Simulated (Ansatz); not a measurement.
Basis-set extrapolation for `[OH][Al-]([OH])([OH])[SH2+]` (PBE0-D4/def2-TZVP geometry, frozen core, Ansatz 0.2.0). Multiplicity 1, RHF reference.

```csv
,def2-TZVPP,def2-QZVPP
HF,-867.271654,-867.302182
MP2 correlation,-1.001685,-1.085131
CCSD(T) correlation,-1.067729,not run
```

Energies in hartree. Use E(X) = E(∞) + A·exp(−7.88·√X) for Hartree–Fock and E(X) = E(∞) + B·X^(−2.97) for correlation, with X = 3 and 4, and add CCSD(T) minus MP2 of the smaller set to the MP2 limit.

Question: What is the CCSD(T) energy at the basis-set limit?

Answer: HF limit: -867.302182 + (-0.030528) × 0.13774 = -867.30639. MP2 limit: -1.085131 + (-0.083446) × 0.74074 = -1.14694. Higher-order term: -1.067729 − (-1.001685) = -0.06604. Total: -868.51937 hartree, 4.90 eV below CCSD(T)/def2-TZVPP.
